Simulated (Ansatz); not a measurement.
```yaml
crystal:
  periodic: [false, false, false]
  atoms:
    - {symbol: C, position_ang: [-1.059320, 0.554327, -0.812359]}
    - {symbol: Ge, position_ang: [0.564355, 0.058264, 0.058304]}
    - {symbol: O, position_ang: [0.067669, -1.222834, 1.196746]}
    - {symbol: H, position_ang: [-1.102398, 1.313067, -1.585213]}
    - {symbol: H, position_ang: [-1.994787, 0.075673, -0.545291]}
    - {symbol: H, position_ang: [1.200540, 1.229586, 0.841997]}
    - {symbol: H, position_ang: [1.618112, -0.500436, -0.925521]}
    - {symbol: H, position_ang: [0.798127, -1.564747, 1.715637]}
basis:
  gaussian: {orbitals: aug-cc-pVDZ, final_grid: {core_spheres: 8, valence_spheres: 7, degree: 23}}
total_charge: 3
magnetization: {spin_polarized: true, initial_magnetization: 0}
hamiltonian: {xc: {name: PBE}}
accuracy: high
scf: {lower_state_search: full}
```

```sh
$ ansatz run in.yaml --threads 4 --pin off --events-out ev --progress --plain --max-ram 10444MiB
```

Shortened log:

```
Functional definition: PBE
2545 factors; integrals over basis functions are off by at most 4.6e-9 eV
mean field evaluation 1: about -59568.5786 eV, gradient 1.1e2 eV
mean field evaluation 2: about -59568.5744 eV, gradient 1.1e2 eV
mean field evaluation 4: about -59587.9937 eV, gradient 6.1e1 eV
mean field evaluation 8: about -59617.1509 eV, gradient 2.1e1 eV
mean field evaluation 16: about -59619.5534 eV, gradient 3.8e0 eV
mean field evaluation 32: about -59619.9422 eV, gradient 2.0e-7 eV
mean field -59619.94222639 eV, -2190.9924649717 hartree, gradient 2.7e-8 eV, S^2 0.761954; 9 other end points of the search recorded, 0 dependent functions left out
reference -59619.94223760 eV, -2190.9924653834 hartree; 24, 24 occupied and 103, 103 virtual orbitals, 2545 factors
Total energy: -59619.94223760 eV, -2190.9924653834 hartree
```

In this input the charge is far from anything that the molecule holds. The run converged. The result belongs to that input, not to the molecule as meant.
